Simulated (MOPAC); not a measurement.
A run for MOPAC: PM6 on CdIn, 2S+1 = 2, a spin state set in the input, which need not be the lowest, a point of a bond scan (R = 3.123 Å).

```
PM6 1SCF PRECISE CHARGE=0 UHF MS=0.5 THREADS=1
CdIn

Cd     0.00000000 1     0.00000000 1     0.00000000 1
In     0.00000000 1     0.00000000 1     3.12270400 1
```

Program output:

```
*******************************************************************************
 **                                                                           **
 **                              MOPAC v23.2.5                                **
 **                                                                           **
 *******************************************************************************
 ** MOPAC's Digital Object Identifier: https://doi.org/10.5281/zenodo.6511958 **
 **                                                                           **
 ** Please cite the open-source release paper for use of this MOPAC version:  **
 ** J. E. Moussa and J. J. P. Stewart (2026)                                  **
 ** MOPAC: An open-source semiempirical molecular orbital program             **
 ** J. Open Source Softw., 11(119), 8025, https://doi.org/10.21105/joss.08025 **
 *******************************************************************************

                              PM6 CALCULATION RESULTS

 *******************************************************************************
 *  PM6        - The PM6 Hamiltonian to be used
 *  UHF        - UNRESTRICTED HARTREE-FOCK CALCULATION
 *
 *
 *
 *                 CHARGE ON SYSTEM = 0
 *
 *
 *
 *  MS=        - IN MECI, MAGNETIC COMPONENT OF SPIN =  0.5
 *  PRECISE    - TIGHTER CRITERIA TO BE USED
 *  1SCF       - DO 1 SCF AND THEN STOP
 *  THREADS=1  - MULTI-THREADING NOT USED
 *  T=         - A TIME OF 172800.0 SECONDS REQUESTED
 *  DUMP=N     - RESTART FILE WRITTEN EVERY 7200.0 SECONDS REQUESTED
 *******************************************************************************
PM6 1SCF PRECISE CHARGE=0 UHF MS=0.5 THREADS=1
 CdIn

   ATOM   CHEMICAL          X               Y               Z
  NUMBER   SYMBOL      (ANGSTROMS)     (ANGSTROMS)     (ANGSTROMS)

     1      Cd          0.00000000  *   0.00000000  *   0.00000000  *
     2      In          0.00000000  *   0.00000000  *   3.12270400  *



          CARTESIAN COORDINATES

    NO.       ATOM           X           Y           Z

     1        Cd          0.0000      0.0000      0.0000
     2        In          0.0000      0.0000      3.1227

 General Reference for PM6:
 "Optimization of Parameters for Semiempirical Methods V: Modification of NDDO Approximations
 and Application to 70 Elements", J. J. P. Stewart, J. Mol. Mod., 13, 1173-1213 (2007)
 URL: https://link.springer.com/article/10.1007/s00894-007-0233-4

           Empirical Formula: Cd In  =     2 atoms



      MOLECULAR POINT GROUP   :   C*v


          UHF CALCULATION, NO. OF ALPHA ELECTRONS =    3
                           NO. OF BETA  ELECTRONS =    2

 -------------------------------------------------------------------------------
 PM6 1SCF PRECISE CHARGE=0 UHF MS=0.5 THREADS=1
 CdIn



     1SCF WAS SPECIFIED, SO BFGS WAS NOT USED
     SCF FIELD WAS ACHIEVED


                              PM6 CALCULATION
                                                       MOPAC v23.2.5 Linux




          FINAL HEAT OF FORMATION =         54.33531 KCAL/MOL =     227.33895 KJ/MOL


          COSMO AREA              =         92.31 SQUARE ANGSTROMS
          COSMO VOLUME            =         74.22 CUBIC ANGSTROMS

          IONIZATION POTENTIAL    =          5.694199 EV
          ALPHA SOMO LUMO (EV)    =         -5.694  1.263
          BETA  SOMO LUMO (EV)    =         -8.405  0.100
          NO. OF ALPHA ELECTRONS  =          3
          NO. OF BETA  ELECTRONS  =          2
          MOLECULAR WEIGHT        =        227.2300         POINT GROUP:  C*v

          MOLECULAR DIMENSIONS (Angstroms)

            Atom       Atom       Distance
           In     2   Cd     1     3.12270
           In     2   Cd     1     0.00000
           Cd     1   In     2     0.00000


          SCF CALCULATIONS        =          1





   ATOM   CHEMICAL          X               Y               Z
  NUMBER   SYMBOL      (ANGSTROMS)     (ANGSTROMS)     (ANGSTROMS)

     1      Cd          0.00000000  *   0.00000000  *   0.00000000  *
     2      In          0.00000000  *   0.00000000  *   3.12270400  *

                             CARTESIAN COORDINATES

   1   Cd        0.000000000     0.000000000     0.000000000
   2   In        0.000000000     0.000000000     3.122704000


           Empirical Formula: Cd In  =     2 atoms



      MOLECULAR POINT GROUP   :   C*v


          ALPHA EIGENVALUES
 -13.20839  -7.07415  -5.69420   1.26282   1.33051   1.35347   3.51636   3.75329


           BETA EIGENVALUES
  -9.70195  -8.40490   0.10034   1.27312   1.41162   1.45157   3.19610   4.00925


              NET ATOMIC CHARGES AND DIPOLE CONTRIBUTIONS

  ATOM NO.   TYPE          CHARGE      No. of ELECS.   s-Pop       p-Pop
    1         Cd           0.132898        1.8671     1.86323     0.00387
    2         In          -0.132898        3.1329     1.56250     1.57039
 DIPOLE           X         Y         Z       TOTAL
 POINT-CHG.     0.000     0.000    -1.993     1.993
 HYBRID         0.000    -0.000    -0.746     0.746
 SUM            0.000    -0.000    -2.740     2.740


          ATOMIC ORBITAL ELECTRON POPULATIONS

     Atom    s        px        py        pz
    1 Cd   1.86323   0.00031   0.00000   0.00356
    2 In   1.56250   0.99969   0.00000   0.57070


                    (SZ)    =    0.500000
                    (S**2)  =    1.463365


          ATOMIC ORBITAL SPIN POPULATIONS

    Atom   Total    s     px     py     pz
         Atomic
    1 Cd  0.1078  0.108  0.000  0.000 -0.001
    2 In  0.8922  0.161  1.000  0.000 -0.268

 **********************
 *                    *
 * JOB ENDED NORMALLY *
 *                    *
 **********************




 == MOPAC DONE ==
```

The run finished. Its determinant has ⟨S²⟩ = 1.46, a mixture of spin states.

Cost: roughly 0.03 core-seconds.
